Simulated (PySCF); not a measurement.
## Two-component Hartree-Fock for Xe²⁺ (xenon, charge +2)

Start: [Kr] 4d10 5s1 5p4 6s1; 5s1/2 filled at m_j = +1/2; 5p1/2 filled at m_j = +1/2; 5p3/2 filled at m_j = -1/2, +1/2, +3/2; 6s1/2 filled at m_j = +1/2. Calculated with PySCF 2.14 in x2c-TZVPall-2c with one added diffuse shell each of s, p, d, f type (9s10p6d3f, 90 functions): generalised Hartree-Fock with the X2C-1e Hamiltonian and a Gaussian nucleus; one run each with spin-orbit coupling (SO) switched off, then screened by Boettger's factors. This is a chosen level, not necessarily the ground level.

```json
{"spinor shell": "1s1/2", "electrons": "2", "ε, spin-free (eV)": "-34755.7", "ε, screened SO (eV)": "-34751.4", "weight of nominal j (screened SO)": "1.000", "rms radius, screened SO (bohr)": "0.0305"}
{"spinor shell": "2s1/2", "electrons": "2", "ε, spin-free (eV)": "-5534.5", "ε, screened SO (eV)": "-5533.1", "weight of nominal j (screened SO)": "1.000", "rms radius, screened SO (bohr)": "0.124"}
{"spinor shell": "2p1/2", "electrons": "2", "ε, spin-free (eV)": "-4962.0", "ε, screened SO (eV)": "-5187.9", "weight of nominal j (screened SO)": "1.000", "rms radius, screened SO (bohr)": "0.107"}
{"spinor shell": "2p3/2", "electrons": "4", "ε, spin-free (eV)": "-4962.0", "ε, screened SO (eV)": "-4860.4", "weight of nominal j (screened SO)": "1.000", "rms radius, screened SO (bohr)": "0.112"}
{"spinor shell": "3s1/2", "electrons": "2", "ε, spin-free (eV)": "-1197.7", "ε, screened SO (eV)": "-1197.2", "weight of nominal j (screened SO)": "1.000", "rms radius, screened SO (bohr)": "0.326"}
{"spinor shell": "3p1/2", "electrons": "2", "ε, spin-free (eV)": "-1008.4", "ε, screened SO (eV)": "-1052.5", "weight of nominal j (screened SO)": "1.000", "rms radius, screened SO (bohr)": "0.318"}
{"spinor shell": "3p3/2", "electrons": "4", "ε, spin-free (eV)": "-1008.4", "ε, screened SO (eV)": "-988.30", "weight of nominal j (screened SO)": "1.000", "rms radius, screened SO (bohr)": "0.330"}
{"spinor shell": "3d3/2", "electrons": "4", "ε, spin-free (eV)": "-728.12", "ε, screened SO (eV)": "-735.76", "weight of nominal j (screened SO)": "1.000", "rms radius, screened SO (bohr)": "0.302"}
{"spinor shell": "3d5/2", "electrons": "6", "ε, spin-free (eV)": "-728.12", "ε, screened SO (eV)": "-722.46", "weight of nominal j (screened SO)": "1.000", "rms radius, screened SO (bohr)": "0.305"}
{"spinor shell": "4s1/2", "electrons": "2", "ε, spin-free (eV)": "-256.70", "ε, screened SO (eV)": "-256.45", "weight of nominal j (screened SO)": "1.000", "rms radius, screened SO (bohr)": "0.762"}
{"spinor shell": "4p1/2", "electrons": "2", "ε, spin-free (eV)": "-194.23", "ε, screened SO (eV)": "-203.08", "weight of nominal j (screened SO)": "0.999", "rms radius, screened SO (bohr)": "0.796"}
{"spinor shell": "4p3/2", "electrons": "4", "ε, spin-free (eV)": "-194.23", "ε, screened SO (eV)": "-189.97", "weight of nominal j (screened SO)": "0.999", "rms radius, screened SO (bohr)": "0.823"}
{"spinor shell": "4d3/2", "electrons": "4", "ε, spin-free (eV)": "-99.958", "ε, screened SO (eV)": "-101.16", "weight of nominal j (screened SO)": "0.971", "rms radius, screened SO (bohr)": "0.935"}
{"spinor shell": "4d5/2", "electrons": "6", "ε, spin-free (eV)": "-99.958", "ε, screened SO (eV)": "-98.840", "weight of nominal j (screened SO)": "0.980", "rms radius, screened SO (bohr)": "0.941"}
{"spinor shell": "5s1/2", "electrons": "1", "ε, spin-free (eV)": "-54.597", "ε, screened SO (eV)": "-54.422", "weight of nominal j (screened SO)": "1.000", "rms radius, screened SO (bohr)": "1.86"}
{"spinor shell": "5p3/2", "electrons": "3", "ε, spin-free (eV)": "-35.730", "ε, screened SO (eV)": "-37.218", "weight of nominal j (screened SO)": "0.585", "rms radius, screened SO (bohr)": "2.14"}
{"spinor shell": "5p1/2", "electrons": "1", "ε, spin-free (eV)": "-35.730", "ε, screened SO (eV)": "-31.776", "weight of nominal j (screened SO)": "0.548", "rms radius, screened SO (bohr)": "2.21"}
{"spinor shell": "6s1/2", "electrons": "1", "ε, spin-free (eV)": "-15.478", "ε, screened SO (eV)": "-15.465", "weight of nominal j (screened SO)": "0.990", "rms radius, screened SO (bohr)": "4.29"}
```

```csv
quantity,spin-free,screened SO
E (hartree),-7440.18860,-7442.62069
M_J,3,3
⟨J²⟩,12.048,12.043
⟨L²⟩,2.044,2.185
⟨S²⟩,6.004,5.930
```

Each row is a mean over spinors that exchange with the open shell spreads, by up to 1.582 eV (5p3/2).

Rows whose weight is well below 1 are mixtures of j = l ± 1/2: exchange outweighs spin-orbit coupling there, and the label is only the starting occupation.

Breit and QED terms are absent; they matter most for the inner s and p1/2 levels.

Densities and radii are taken from the X2C orbitals without a picture-change correction, which distorts them close to the nucleus.

Without spin-orbit coupling the j labels of p, d and f shells carry no meaning; the spin-free column gives the mean over the occupied spinors of each nl shell.
